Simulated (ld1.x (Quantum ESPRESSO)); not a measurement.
Reading a pseudo-wave (zinc)

Columns: radius, all-electron u(r) and pseudo u(r) of the 4p shell (level -1.41 eV) of zinc in the configuration [Ar] 3d10 4s1.75 4p0.25; PBE, scalar-relativistic, TM scheme, ld1.x (Quantum ESPRESSO) 7.5.

| r (bohr) | all-electron | pseudo |
| --- | --- | --- |
| 0.225 | 0.0204 | 0.0086 |
| 0.450 | -0.1535 | 0.0338 |
| 0.675 | -0.1253 | 0.0735 |
| 0.900 | -0.0115 | 0.1247 |
| 1.125 | 0.1100 | 0.1831 |
| 1.350 | 0.2149 | 0.2444 |
| 1.575 | 0.2989 | 0.3041 |
| 1.800 | 0.3635 | 0.3583 |
| 2.025 | 0.4115 | 0.4042 |
| 2.250 | 0.4457 | 0.4400 |
| 2.475 | 0.4684 | 0.4653 |
| 2.700 | 0.4818 | 0.4808 |
| 2.925 | 0.4876 | 0.4879 |
| 3.150 | 0.4874 | 0.4880 |
| 3.375 | 0.4824 | 0.4829 |
| 3.600 | 0.4738 | 0.4741 |
| 3.825 | 0.4624 | 0.4625 |
| 4.050 | 0.4491 | 0.4491 |
| 4.275 | 0.4343 | 0.4343 |
| 4.500 | 0.4185 | 0.4185 |
| 4.725 | 0.4021 | 0.4021 |
| 4.950 | 0.3853 | 0.3853 |
| 5.175 | 0.3684 | 0.3684 |
| 5.400 | 0.3515 | 0.3515 |
| 5.625 | 0.3347 | 0.3347 |
| 5.850 | 0.3182 | 0.3182 |

How many radial nodes do the two functions have?

The all-electron 4p function has n − l − 1 = 2; the pseudo-wave has 0, since the states of the same l below it are removed with the core.

At about which radius was the pseudo-wave matched?

4.50 bohr. The columns agree to 0.0005 from 3.60 bohr on; several derivatives are matched, so the curves merge somewhat inside the radius.

Where does each function peak?

Outermost all-electron maximum near 2.92 bohr, pseudo maximum near 3.15 bohr (to the table’s step).

Is the pseudo-wave norm-conserving?

Yes: the TM scheme keeps the norm inside the radius equal to the all-electron one, which fixes the energy derivative of the logarithmic derivative at the level.
